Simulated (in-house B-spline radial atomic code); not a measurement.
Values are calculated unless marked as measured or tabulated.
## Softness against transferability: the 4p channel of Ge

Ge, [Ar] 3d10 4s2 4p2, non-relativistic LDA (VWN5), spherical and spin-unpolarised, from a B-spline radial code for spherical atoms (atomic units). The all-electron 4p level is ε = -0.149882 hartree, its outermost node lies just inside 0.84 bohr and its outer maximum at 2.21 bohr.

Troullier-Martins pseudo-orbitals are made for several radii. The cutoffs (hartree) are the plane-wave energies beyond which the orbital holds less than the named kinetic energy per electron. The phase error is the difference, pseudo minus all-electron, of arctan(R P'/P) at R = 3.39 bohr for all radii, half a hartree below and above the level.

```
r_c (bohr)  V_l(0) (hartree)  cutoff for 10 mEh  for 1 mEh  for 0.1 mEh  phase error at ε − 0.5 (mrad)  at ε + 0.5 (mrad)
      1.65             -1.92                  2       7.37         20.7                           -0.2               -2.9
      1.92              0.03                  2       7.22         10.6                           -0.1               -2.2
      2.21             -0.34               1.92       6.48         9.68                           -0.2               -2.8
      2.49             -0.77               1.92       3.28            8                           -0.3               -4.7
      2.78             -1.03               1.92       2.88         6.34                           -0.5               -7.7
      3.09             -1.16               1.92       2.88          3.7                           -0.9              -11.1
```

Task: Which radius needs the lowest cutoff for 0.1 mEh while both phase errors stay within 4.8 mrad?

Result: The radii within that limit are 1.65, 1.92, 2.21, 2.49 bohr; of these r_c = 2.49 needs the least, 8 hartree, that is 16 Ry or 218 eV.

Task: What does the larger radius buy, and what does it cost?

Result: From r_c = 1.65 to 3.09 bohr the cutoff for 1 mEh goes from 7.37 to 2.88 hartree, a factor of 2.56, against 3.51 for a pure 1/r_c² scaling, end to end; step by step it is 7.37, 7.22, 6.48, 3.28, 2.88, 2.88, and for 0.1 mEh 20.7, 10.6, 9.68, 8, 6.34, 3.7; the number of plane waves goes as the cutoff to the power 3/2, here a factor of 4.1. The larger of the two phase errors is least at r_c = 1.92 bohr, 2.2 mrad; it is 2.9 at the smallest radius and 11.1 at the largest. These errors test the reference atom alone. Large radii also let the cores of neighbours overlap, which an atom doesn't show.
